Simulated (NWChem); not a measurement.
The numbers come from NWChem runs, not from measurements. System: H$_{3}$ClF$_{2}$Si$_{2}$, charge 0, spin multiplicity 1, at a geometry optimised with PBE0/def2-SVP. The structure started from a generated list of species. Level: RHF/def2-TZVP.

Input file:

```
start mol
memory heap 200 mb stack 800 mb global 1000 mb
geometry units angstroms nocenter noautoz noautosym
  F     -2.178334     0.196483     0.897939
  Si    -1.619920    -0.103789    -0.600758
  Si     0.704805    -0.391717    -0.476561
  F      1.041518    -1.702846     0.417803
  Cl     1.523429     1.254375     0.449211
  H     -1.931289     1.064366    -1.473431
  H     -2.291433    -1.327083    -1.125367
  H      1.367389    -0.567321    -1.797008
end
basis spherical
  * library def2-tzvp
end
scf
  rhf
  nopen 0
  maxiter 100
  thresh 1e-7
  semidirect memsize 60000000 filesize 0
end
task scf energy
```

NWChem printed:

```
             Northwest Computational Chemistry Package (NWChem) 7.3.0
             --------------------------------------------------------

                                NWChem Input Module
                                -------------------

 Scaling coordinates for geometry "geometry" by  1.889725989
 (inverse scale =  0.529177249)

                             Geometry "geometry" -> ""
                             -------------------------

 Output coordinates in angstroms (scale by  1.889725989 to convert to a.u.)

  No.       Tag          Charge          X              Y              Z
 ---- ---------------- ---------- -------------- -------------- --------------
    1 F                    9.0000    -2.17833400     0.19648300     0.89793900
    2 Si                  14.0000    -1.61992000    -0.10378900    -0.60075800
    3 Si                  14.0000     0.70480500    -0.39171700    -0.47656100
    4 F                    9.0000     1.04151800    -1.70284600     0.41780300
    5 Cl                  17.0000     1.52342900     1.25437500     0.44921100
    6 H                    1.0000    -1.93128900     1.06436600    -1.47343100
    7 H                    1.0000    -2.29143300    -1.32708300    -1.12536700
    8 H                    1.0000     1.36738900    -0.56732100    -1.79700800

 Effective nuclear repulsion energy (a.u.)     361.4821633758

            Nuclear Dipole moment (a.u.)
            ----------------------------
        X                 Y               Z
 ---------------- ---------------- ----------------
     0.0000113384    -0.0000264562    -0.0000132281


 Summary of "ao basis" -> "" (spherical)
 ------------------------------------------------------------------------------
       Tag                 Description            Shells   Functions and Types
 ---------------- ------------------------------  ------  ---------------------
 *                         def2-tzvp                  on all atoms

 Summary of "ao basis" -> "ao basis" (spherical)
 ------------------------------------------------------------------------------
       Tag                 Description            Shells   Functions and Types
 ---------------- ------------------------------  ------  ---------------------
 F                         def2-tzvp                11       31   5s3p2d1f
 Si                        def2-tzvp                13       37   5s5p2d1f
 Cl                        def2-tzvp                13       37   5s5p2d1f
 H                         def2-tzvp                 4        6   3s1p

                                 NWChem SCF Module
                                 -----------------

  ao basis        = "ao basis"
  functions       =   191
  atoms           =     8
  closed shells   =    33
  open shells     =     0
  charge          =   0.00
  wavefunction    = RHF
  use symmetry    = F
  symmetry adapt  = F

 Summary of "ao basis" -> "ao basis" (spherical)
 ------------------------------------------------------------------------------
       Tag                 Description            Shells   Functions and Types
 ---------------- ------------------------------  ------  ---------------------
 F                         def2-tzvp                11       31   5s3p2d1f
 Si                        def2-tzvp                13       37   5s5p2d1f
 Cl                        def2-tzvp                13       37   5s5p2d1f
 H                         def2-tzvp                 4        6   3s1p

 Forming initial guess at       0.1s

      Superposition of Atomic Density Guess
[...]
                 5    -1238.2943480569  1.79D-08  3.12D-09     86.1

       Final RHF  results
       ------------------

         Total SCF energy =  -1238.294348056933
      One-electron energy =  -2438.990671108197
      Two-electron energy =    839.214159675492
 Nuclear repulsion energy =    361.482163375772

        Time for solution =     79.5s

             Final eigenvalues
             -----------------

              1
    1 -104.8428
    2  -68.8644
    3  -68.8333
    4  -26.3003
    5  -26.2931
    6  -10.5724
    7   -8.0390
    8   -8.0380
    9   -8.0380
   10   -6.2057
   11   -6.1784
   12   -4.3130
   13   -4.3123
   14   -4.3116
   15   -4.2853
   16   -4.2847
   17   -4.2846
   18   -1.5960
   19   -1.5876
   20   -1.1130
   21   -0.7976
   22   -0.7601
   23   -0.6833
   24   -0.6795
   25   -0.6729
   26   -0.6699
   27   -0.6573
   28   -0.6150
   29   -0.5369
   30   -0.5082
   31   -0.4990
   32   -0.4842
   33   -0.4242
   34    0.0712
   35    0.0966
   36    0.1309
   37    0.1620
   38    0.1738
   39    0.1953
   40    0.2020
   41    0.2399
   42    0.2521
   43    0.2662

                       ROHF Final Molecular Orbital Analysis
                       -------------------------------------

 Vector   31  Occ=2.000000D+00  E=-4.989830D-01
              MO Center=  3.1D-01,  8.0D-01, -1.3D-01, r^2= 4.5D+00
   Bfn.  Coefficient  Atom+Function         Bfn.  Coefficient  Atom+Function
  ----- ------------  ---------------      ----- ------------  ---------------
   151      0.311986  5 Cl px               152     -0.223080  5 Cl py
   154      0.194154  5 Cl px                47      0.159465  2 Si py
   153     -0.159726  5 Cl pz               175      0.159033  6 H  s

 Vector   32  Occ=2.000000D+00  E=-4.841511D-01
              MO Center=  1.3D+00,  1.0D+00,  2.8D-01, r^2= 2.3D+00
   Bfn.  Coefficient  Atom+Function         Bfn.  Coefficient  Atom+Function
  ----- ------------  ---------------      ----- ------------  ---------------
   153      0.470057  5 Cl pz               156      0.295984  5 Cl pz
   150      0.214704  5 Cl pz               152     -0.208720  5 Cl py
   144     -0.170716  5 Cl pz

 Vector   33  Occ=2.000000D+00  E=-4.241665D-01
              MO Center= -3.0D-02,  2.4D-02, -4.8D-01, r^2= 4.0D+00
   Bfn.  Coefficient  Atom+Function         Bfn.  Coefficient  Atom+Function
  ----- ------------  ---------------      ----- ------------  ---------------
    46      0.276178  2 Si px               151      0.269744  5 Cl px
    83     -0.266446  3 Si px               154      0.192845  5 Cl px

 Vector   34  Occ=0.000000D+00  E= 7.123703D-02
              MO Center= -8.0D-01, -2.1D-01, -7.0D-01, r^2= 5.2D+00
   Bfn.  Coefficient  Atom+Function         Bfn.  Coefficient  Atom+Function
  ----- ------------  ---------------      ----- ------------  ---------------
    51      0.761323  2 Si pz                88      0.306863  3 Si pz
     5     -0.300483  1 F  s                 73      0.288457  3 Si s
   176      0.273323  6 H  s                 49     -0.264453  2 Si px
    86      0.245583  3 Si px               141     -0.214746  5 Cl s
   155      0.186781  5 Cl py               110     -0.168165  4 F  s

 Vector   35  Occ=0.000000D+00  E= 9.660812D-02
              MO Center=  4.0D-02, -3.6D-01, -6.9D-01, r^2= 5.0D+00
   Bfn.  Coefficient  Atom+Function         Bfn.  Coefficient  Atom+Function
  ----- ------------  ---------------      ----- ------------  ---------------
    87      0.893089  3 Si py                73      0.526517  3 Si s
   141     -0.449179  5 Cl s                 36     -0.409232  2 Si s
    50      0.380418  2 Si py               182      0.369691  7 H  s
   176     -0.336258  6 H  s                110      0.268924  4 F  s
    49     -0.265786  2 Si px               156      0.237508  5 Cl pz

 Vector   36  Occ=0.000000D+00  E= 1.308911D-01
              MO Center= -1.1D+00, -5.0D-02, -9.4D-01, r^2= 1.0D+01
   Bfn.  Coefficient  Atom+Function         Bfn.  Coefficient  Atom+Function
  ----- ------------  ---------------      ----- ------------  ---------------
    73      2.688928  3 Si s                 36     -2.287001  2 Si s
    49     -2.235138  2 Si px                86     -1.920822  3 Si px
    51     -0.494065  2 Si pz                83     -0.357800  3 Si px
    46     -0.279495  2 Si px                98      0.258738  3 Si d  2
   182     -0.253940  7 H  s                 61     -0.228621  2 Si d  2

 center of mass
 --------------
 x =   0.04576102 y =   0.00782419 z =   0.08786874

 moments of inertia (a.u.)
 ------------------
         597.272653634613         -79.190463550123         -56.094530506903
         -79.190463550123        1209.384188664897         -62.255552710895
         -56.094530506903         -62.255552710895        1459.723453419527

  Mulliken analysis of the total density
  --------------------------------------

    Atom       Charge   Shell Charges
 -----------   ------   -------------------------------------------------------
    1 F    9     9.42   0.77  1.20  0.59  1.01  0.35  2.24  2.30  0.95  0.00  0.01  0.00
    2 Si  14    13.48   2.00  0.58  1.39  0.80  0.37  4.12  1.73  0.51  1.28  0.22  0.19  0.22  0.06
    3 Si  14    13.28   2.00  0.58  1.39  0.80  0.28  4.12  1.73  0.50  1.16  0.13  0.22  0.28  0.09
    4 F    9     9.41   0.77  1.20  0.59  1.01  0.35  2.24  2.30  0.94  0.00  0.01  0.00
    5 Cl  17    17.29   2.01  0.45  1.52  1.08  0.87  4.18  1.69  1.07  2.90  1.49  0.01  0.03  0.00
    6 H    1     1.04   0.24  0.56  0.23  0.01
    7 H    1     1.04   0.24  0.56  0.23  0.01
    8 H    1     1.04   0.24  0.55  0.24  0.01

       Multipole analysis of the density wrt the origin
       ------------------------------------------------

     L   x y z        total         open         nuclear
     -   - - -        -----         ----         -------
     0   0 0 0     -0.000000      0.000000     66.000000

     1   1 0 0     -0.200322      0.000000      0.000011
     1   0 1 0     -0.015427      0.000000     -0.000026
     1   0 0 1     -1.064585      0.000000     -0.000013

     2   2 0 0    -39.089796      0.000000    523.039745
     2   1 1 0      0.872823      0.000000     40.604551
     2   1 0 1      1.391191      0.000000     35.122562
     2   0 2 0    -39.122697      0.000000    209.650944
     2   0 1 1      0.785720      0.000000     32.835928
     2   0 0 2    -37.198975      0.000000     96.979745

 Task  times  cpu:       86.1s     wall:       86.1s

 Total times  cpu:       86.2s     wall:       86.2s
```
